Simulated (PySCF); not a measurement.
## Exact mass, isotope pattern and composition

Species: `C[C@@H]1CCC[P@H](=S)C1`.

Calculated from isotope tables alone.

(1) What are the average molar mass and the monoisotopic mass?

(2) Give the isotope pattern of the molecular ion M+•, merging species of the same nominal mass.

(3) What share of all molecules is the monoisotopic species?

(4) Count the protons, neutrons and electrons of the monoisotopic species, and give its exact less its nominal mass.

(5) Elemental analysis, calculated?

## Answers

(1) For C6H13PS, with standard atomic weights, 6 × 12.011 + 1 × 30.974 + 1 × 32.060 + 13 × 1.008 = 148.204 g/mol. From the most abundant isotopes (12C, 31P, 32S, 1H), 6 × 12.000000 + 1 × 30.973762 + 1 × 31.972071 + 13 × 1.007825 = 148.0476 u.

(2) 
```json
{"nominal mass": "148", "m/z (centroid)": "148.0470", "relative intensity": "100.0"}
{"nominal mass": "149", "m/z (centroid)": "149.0500", "relative intensity": "7.4"}
{"nominal mass": "150", "m/z (centroid)": "150.0433", "relative intensity": "4.8"}
{"nominal mass": "151", "m/z (centroid)": "151.0464", "relative intensity": "0.3"}
```

Lines under 0.1 % of the tallest are left out. One electron mass, 0.00055 u, is taken off.

(3) 0.9893^6 × 1 × 0.9493 × 0.999885^13 = 88.86 %.

(4) 80 protons, 68 neutrons and 80 electrons; 148.0476 − 148 = +0.0476 u.

(5) C 48.63 %, P 20.90 %, S 21.63 %, H 8.84 %.
